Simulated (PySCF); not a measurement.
Compound: C4H11NSSi.
SMILES with atom numbers: `[CH3:1][S:2][Si@@H:3]1[CH2:4][CH2:5][CH2:6][NH:7]1` (hydrogens: H8, H9, H10 on C1; H11 on Si3; H12, H13 on C4; H14, H15 on C5; H16, H17 on C6; H18 on N7)

The same species was optimised twice, with GFN2-xTB and with PBE0-D3(BJ)/def2-SVP (PySCF), and the same property calculations (PySCF, gas phase) were run on both structures.

```tsv
coordinate	GFN2-xTB	PBE0-D3(BJ)/def2-SVP	change
Si3–N7 (Å)	1.704	1.726	+0.022
C4–C5 (Å)	1.526	1.536	+0.010
Si3–C4 (Å)	1.896	1.889	-0.007
C5–C6 (Å)	1.526	1.531	+0.005
C6–N7 (Å)	1.447	1.452	+0.005
C1–S2 (Å)	1.818	1.821	+0.003
S2–Si3 (Å)	2.149	2.151	+0.002
C1–S2–Si3 (°)	98.8	101.2	+2.4
Si3–C4–C5 (°)	100.8	102.6	+1.8
S2–Si3–C4 (°)	118.5	117.0	-1.5
S2–Si3–N7 (°)	112.2	110.8	-1.4
C5–C6–N7 (°)	107.1	106.5	-0.6
C4–C5–C6 (°)	108.2	108.7	+0.5
Si3–N7–C6 (°)	114.2	114.0	-0.2
C4–Si3–N7 (°)	93.1	93.3	+0.2
C1–S2–Si3–C4 (°)	-84	-99	-15
```

Rotational constants: A = 4180, B = 1038, C = 916.1 MHz (GFN2-xTB) against A = 4195, B = 1013, C = 916.4 MHz (PBE0-D3(BJ)/def2-SVP). Point groups within 0.08 Å: C1 and C1.

On the GFN2-xTB structure: lowest singlet, TDDFT (eV) 5.49 [CAM-B3LYP/def2-SVPD]; isotropic polarisability (au) 99.6 [CAM-B3LYP/def2-SVPD]; HOMO (eV) -7.83 [CAM-B3LYP/def2-SVPD]; LUMO (eV) 1.02 [CAM-B3LYP/def2-SVPD]; dipole (D) 1.14 [CAM-B3LYP/def2-SVPD]; HOMO (eV) -6.51 [PBE0/pcSseg-1]; LUMO (eV) 0.46 [PBE0/pcSseg-1]; dipole (D) 1.26 [PBE0/pcSseg-1]; GIAO shielding of C1 (ppm) 176.0 [PBE0/pcSseg-1]; GIAO shielding of S2 (ppm) 690.2 [PBE0/pcSseg-1]; GIAO shielding of Si3 (ppm) 339.7 [PBE0/pcSseg-1]; GIAO shielding of C4 (ppm) 169.8 [PBE0/pcSseg-1]; GIAO shielding of C5 (ppm) 158.8 [PBE0/pcSseg-1]; GIAO shielding of C6 (ppm) 138.2 [PBE0/pcSseg-1]; GIAO shielding of N7 (ppm) 234.6 [PBE0/pcSseg-1].

**Question.** What do these properties become on the PBE0-D3(BJ)/def2-SVP structure?

**Answer.** 
```csv
property,level,on GFN2-xTB,on PBE0-D3(BJ)/def2-SVP,change
"lowest singlet, TDDFT (eV)",CAM-B3LYP/def2-SVPD,5.49,5.52,+0.03
isotropic polarisability (au),CAM-B3LYP/def2-SVPD,99.6,101.4,+1.8
HOMO (eV),CAM-B3LYP/def2-SVPD,-7.83,-7.80,+0.03
LUMO (eV),CAM-B3LYP/def2-SVPD,1.02,1.04,+0.02
dipole (D),CAM-B3LYP/def2-SVPD,1.14,1.04,-0.10
"energy, GFN2-xTB geometry as zero (kcal/mol)",CAM-B3LYP/def2-SVPD,0.0,-2.1,-2.1
HOMO (eV),PBE0/pcSseg-1,-6.51,-6.48,+0.03
LUMO (eV),PBE0/pcSseg-1,0.46,0.50,+0.04
dipole (D),PBE0/pcSseg-1,1.26,1.13,-0.13
"energy, GFN2-xTB geometry as zero (kcal/mol)",PBE0/pcSseg-1,0.0,-2.0,-2.0
GIAO shielding of C1 (ppm),PBE0/pcSseg-1,176.0,171.4,-4.6
GIAO shielding of S2 (ppm),PBE0/pcSseg-1,690.2,674.6,-15.6
GIAO shielding of Si3 (ppm),PBE0/pcSseg-1,339.7,333.3,-6.4
GIAO shielding of C4 (ppm),PBE0/pcSseg-1,169.8,168.3,-1.5
GIAO shielding of C5 (ppm),PBE0/pcSseg-1,158.8,155.4,-3.4
GIAO shielding of C6 (ppm),PBE0/pcSseg-1,138.2,137.2,-1.0
GIAO shielding of N7 (ppm),PBE0/pcSseg-1,234.6,223.2,-11.4
```

The heavy atoms differ by 0.130 Å rms after alignment. Among bonds between heavy atoms Si3–N7 changes most (+0.022 Å). Changes are differences of the printed values. Neither structure is proved a minimum here.
